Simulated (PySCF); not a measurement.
Species: C8H7N.
Cartesian coordinates in Å at the PBE0-D3(BJ)/def2-SVP level; atoms count from 1:
```xyz
16
C8H7N angstrom
C     -1.6579    2.3253    0.1773
C     -0.9505    1.3491    0.0453
C     -0.1254    0.1946   -0.1086
C     -0.7676   -1.1172   -0.1850
C     -2.0911   -1.3155   -0.1219
C      1.2358    0.3281   -0.1824
C      2.1893   -0.8252   -0.3435
C      1.8135    1.6307   -0.1070
N      2.3291    2.6696   -0.0507
H     -2.2676    3.2028    0.2923
H     -0.1030   -1.9765   -0.3021
H     -2.7815   -0.4756   -0.0054
H     -2.5138   -2.3205   -0.1854
H      2.0055   -1.3668   -1.2845
H      3.2271   -0.4703   -0.3583
H      2.0909   -1.5445    0.4842
```

Linear response at CAM-B3LYP/def2-SVPD (PySCF, frozen core in the response, non-relativistic).

Static isotropic polarisability: 107.76 au (15.97 Å³), principal values 60.0, 112.6, 150.7 au.

**Question.** What is the polarisability at 1064 nm and at the sodium D line?

**Answer.** 109.94 au at 1064 nm (+2.0 %), 115.81 au at 589.3 nm (+7.5 %). The rise at 589.3 nm is 3.69 times that at 1064 nm; a pure ω² law gives 3.26. The lowest singlet lies at 274 nm, shorter than both wavelengths.

**Question.** What is the isotropic C6 coefficient between two such molecules, C6 = (3/π)∫α(iω)² dω?

**Answer.** 3848 au (Eh·bohr⁶) by a ten-point quadrature over imaginary frequencies, which is 2300 eV·Å⁶ or 222 J·nm⁶/mol.

**Question.** Which effective excitation energy ω̄ makes London's formula C6 = (3/4)α²ω̄ exact here?

**Answer.** ω̄ = 4·C6/(3α²) = 0.442 Eh = 12.0 eV. A one-pole form α(ω) = α/(1 − ω²/ω̄²) fitted to the 1064 nm value gives 8.3 eV. London's choice of the ionisation energy (8.83 eV, ΔSCF at the same level) gives C6 = 2830 au, 27 % too low.

**Question.** The lowest 6 singlets have (eV, f): 4.53, 0.498; 4.92, 0.000; 5.49, 0.179; 5.93, 0.000; 6.05, 0.000; 6.31, 0.045. What share of the static polarisability do they carry in the sum over states α = Σ f/ω²?

**Answer.** 23.22 au, 21.5 % of α; the largest term, 18.00 au, is that of the state at 4.53 eV. Their oscillator strengths add up to 0.72. Higher states carry the rest.

**Question.** What three-body coefficient follows from the one-pole estimate C9 = (3/4)·α·C6?

**Answer.** 311000 au. This is an estimate from the two numbers above, not a computed integral.

**Question.** What n − 1 at the D line would an ideal gas of it have at 273.15 K and 1 atm (2.6868 × 10¹⁹ cm⁻³), by n − 1 = 2π·N·α′?

**Answer.** 28.97 × 10⁻⁴, a formal value whether or not that pressure can be reached.

**Question.** How many electrons N does the Slater–Kirkwood formula C6 = (3/4)·√N·α^(3/2) need to give this C6?

**Answer.** N = (4·C6/3)²/α³ = 21.0; the species has 62 electrons in all.

**Question.** What molar refraction at the D line follows from R = (4π/3)·N_A·α′, with α′ the polarisability volume?

**Answer.** α′ = 17.16 Å³ gives R = 43.29 cm³/mol, for isolated, non-vibrating species.

**Question.** How anisotropic is the static polarisability, by Δα² = ½[(α1 − α2)² + (α2 − α3)² + (α3 − α1)²]?

**Answer.** Δα = 78.9 au, or 0.73 of the isotropic value.

One conformer stands for the species.
